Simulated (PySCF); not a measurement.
## `C=C[C@@H]1CO[C+]([C@H](C)F)O1`: 4 charge schemes on one density

Species: C₇H₁₀FO₂ (charge +1).
Geometry (GFN2-xTB, Å), atoms numbered from 1 in this order:
```
atom  x, y, z in Å
C1    -2.0458   -0.1345   -2.0401
C2    -2.3225   -0.5030   -0.8047
C3    -1.3217   -1.0499    0.1795
C4    -1.1482   -0.1733    1.4466
O5     0.2371    0.2152    1.3863
C6     0.7673   -0.3150    0.3516
C7     2.2024   -0.0648   -0.0031
C8     2.4706    1.4300   -0.1831
F9     2.4716   -0.7489   -1.1478
O10    0.0208   -1.0410   -0.3672
H11   -2.8184    0.2384   -2.6879
H12   -1.0576   -0.2046   -2.4634
H13   -3.3219   -0.4534   -0.3977
H14   -1.5605   -2.0943    0.4134
H15   -1.7570    0.7353    1.4253
H16   -1.3156   -0.7025    2.3873
H17    2.8477   -0.4816    0.7876
H18    2.3142    1.9550    0.7541
H19    3.5046    1.5562   -0.4950
H20    1.8280    1.8473   -0.9545
```

Density: PBE0/pcSseg-1 (PySCF); schemes: Mulliken, IAO, Hirshfeld and ESP-fitted. Isolated species at its GFN2-xTB geometry (one conformer only).

Task: Tabulate the Mulliken, IAO, Hirshfeld and ESP-fitted charges.

Result: In e:

```csv
atom,environment,Mulliken,IAO,Hirshfeld,ESP-fitted
C1,terminal =CH2 carbon,-0.090,-0.272,-0.061,-0.292
C2,alkene CH carbon,-0.243,-0.182,-0.046,-0.235
C3,sp3 carbon bound to oxygen,-0.028,+0.055,+0.080,+0.251
C4,sp3 carbon bound to oxygen,+0.097,-0.088,+0.046,-0.071
O5,oxygen bonded to 2 C,-0.361,-0.216,-0.010,-0.201
C6,carbon bonded to C and 2 O,+0.551,+0.558,+0.295,+0.523
C7,sp3 C–F carbon,+0.186,+0.164,+0.090,+0.209
C8,methyl carbon,-0.269,-0.438,-0.101,-0.375
F9,alkyl fluorine,-0.277,-0.282,-0.072,-0.205
O10,oxygen bonded to 2 C,-0.327,-0.192,+0.002,-0.215
H11,vinylic hydrogen,+0.167,+0.192,+0.080,+0.203
H12,vinylic hydrogen,+0.144,+0.169,+0.057,+0.190
H13,vinylic hydrogen,+0.162,+0.178,+0.074,+0.173
H14,methine hydrogen,+0.209,+0.202,+0.086,+0.129
H15,methylene hydrogen,+0.191,+0.201,+0.086,+0.171
H16,methylene hydrogen,+0.196,+0.202,+0.092,+0.158
H17,methine hydrogen,+0.193,+0.202,+0.089,+0.127
H18,methyl hydrogen,+0.160,+0.178,+0.067,+0.122
H19,methyl hydrogen,+0.187,+0.198,+0.083,+0.183
H20,methyl hydrogen,+0.152,+0.171,+0.062,+0.155
```

Mean size of the charges over all atoms: IAO 0.217 e, Mulliken 0.209 e, ESP-fitted 0.209 e, Hirshfeld 0.079 e. Each set sums to the total charge, 1, to within 0.001 e. The ESP scheme is a least-squares fit of atom-centred charges to the potential on four shells outside the van der Waals surface, with the total charge fixed. The Mulliken scheme gives each basis function's population to the atom it is centred on and halves the overlap population of two atoms between them.

Lowest charge. The schemes don't all agree: Mulliken O5 (-0.361); IAO C8 (-0.438); Hirshfeld C8 (-0.101); ESP-fitted C8 (-0.375).

Highest charge. All schemes agree: Mulliken C6 (+0.551); IAO C6 (+0.558); Hirshfeld C6 (+0.295); ESP-fitted C6 (+0.523).

Task: How closely do the schemes follow one another over all atoms?

Result: Correlation coefficient and root-mean-square difference: IAO with ESP-fitted 0.97, 0.061 e; IAO with Hirshfeld 0.94, 0.161 e; Hirshfeld with ESP-fitted 0.93, 0.150 e; Mulliken with IAO 0.93, 0.086 e; Mulliken with ESP-fitted 0.89, 0.105 e; Mulliken with Hirshfeld 0.88, 0.162 e.

Task: How many electrons does the ESP-fitted scheme count on O5?

Result: Z − q = 8 − (-0.201) = 8.201.
